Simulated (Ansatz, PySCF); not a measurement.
System: HS₂O (charge 0, doublet). SMILES: OS[S]
Geometry: optimised at B3LYP-D3(BJ)/def2-TZVP (Ansatz, a program for electronic structure).

Quantity: atomisation energy, in kcal/mol. Set-up: UHF or UKS for open shells; six Cartesian d functions in 6-31G* and its kin unless marked 5d; atomisation electronic, to ground-state atoms; valence correlation only; LANL2DZ with its own core potentials from Na on; spin-orbit terms left out; 6-311+G** with 5d, 6d on Na to Ar in Ansatz; no dispersion term unless named; non-relativistic. CBS marks a two-point X^-3 extrapolation of the correlation energy; Hartree-Fock from the larger set. The bracket is a focal-point correction in the basis named. Ab initio and DFT rows: single points at B3LYP-D3(BJ) geometries (Ansatz).

Coupled cluster (Ansatz) is a level with limits of its own, used here on species with T1 under 0.025 (0.045 for open shells) and stable references: RI-MP2/CBS(cc-pV(T+d)Z,cc-pV(Q+d)Z)+[CCSD(T)-MP2]/cc-pV(T+d)Z.

Value to compare with, RI-MP2/CBS(cc-pV(T+d)Z,cc-pV(Q+d)Z)+[CCSD(T)-MP2]/cc-pV(T+d)Z (Ansatz): 266.1 kcal/mol.

```
level                            program  atomisation energy (kcal/mol)  difference
------------------------  --------------  -----------------------------  ----------
HF/LANL2DZ                        Ansatz                           34.9      -231.2
HF/6-311+G**                      Ansatz                          117.4      -148.7
PBE/STO-3G                        Ansatz                          281.4        15.3
PBE/def2-SVP                      Ansatz                          274.8         8.7
B3LYP/6-31G*                      Ansatz                          245.1       -21.0
B3LYP/6-31G**                     Ansatz                          248.6       -17.5
PBE0/6-311+G**                    Ansatz                          248.0       -18.1
M06-2X/6-31G* (5d)                 PySCF                          248.3       -17.8
MP2/STO-3G                        Ansatz                          158.4      -107.7
r2SCAN-D4/def2-TZVPD      Ansatz + dftd4                          274.4         8.3
PBE0/def2-TZVPD                   Ansatz                          267.3         1.2
B2PLYP-D3(BJ)/def2-TZVPD  Ansatz + dftd3                          262.7        -3.4
```

Among the 9 habitual levels, HF/LANL2DZ lies farthest from RI-MP2/CBS(cc-pV(T+d)Z,cc-pV(Q+d)Z)+[CCSD(T)-MP2]/cc-pV(T+d)Z (Ansatz) (-231.2 kcal/mol) and PBE/def2-SVP nearest (8.7); 2 of 9 lie above it, and their mean absolute difference is 65.1 kcal/mol, the median 18.1. One case shows no general order.

The levels are drawn from those run, B3LYP/6-31G* more often than the rest, none by its result; left out are runs that failed, that the program found above a lower state of the same kind, or whose <S^2> lies over 0.5 above the pure value.
